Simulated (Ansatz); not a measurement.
Start from `Ic1cccs1` and change one element to get `Ic1ccco1`.

Ansatz, PBE0-D4/def2-TZVP geometries, multiplicity 1. 

Elements past krypton have def2 core potentials.  Spin–orbit coupling is left out; it splits and shifts lone-pair levels of the heavy atoms by tenths of an eV.

```csv
property,`Ic1cccs1`
LUMO energy (PBE0/def2-TZVPP) / eV,-0.89
HOMO–LUMO gap (PBE/def2-TZVPP) / eV,3.79
HOMO–LUMO gap (ωB97M-V/def2-TZVPP) / eV,9.75
HOMO–LUMO gap (PBE0/def2-TZVPP) / eV,5.72
HOMO energy (B3LYP/def2-TZVPP) / eV,-6.39
HOMO energy (PBE/def2-TZVPP) / eV,-5.61
```

Q: Give the same properties after the change, and the shifts. (Estimate.)

A: The calculation gave: 
| property | `Ic1ccco1` | shift |
| --- | --- | --- |
| LUMO energy (PBE0/def2-TZVPP) / eV | -0.71 | 0.18 |
| HOMO–LUMO gap (PBE/def2-TZVPP) / eV | 3.84 | 0.05 |
| HOMO–LUMO gap (ωB97M-V/def2-TZVPP) / eV | 9.85 | 0.10 |
| HOMO–LUMO gap (PBE0/def2-TZVPP) / eV | 5.79 | 0.07 |
| HOMO energy (B3LYP/def2-TZVPP) / eV | -6.30 | 0.09 |
| HOMO energy (PBE/def2-TZVPP) / eV | -5.50 | 0.11 |

With PBE0 the HOMO rises by 0.12 eV and the LUMO rises by 0.18 eV, so the gap widens by about 0.06 eV. PBE moves the HOMO by 0.11 eV and ωB97M-V by 0.08 eV.

Positive LUMOs are unbound, so they and the gaps depend on the basis.

B3LYP here is the variant with VWN-RPA as its local correlation; programs differ in this.
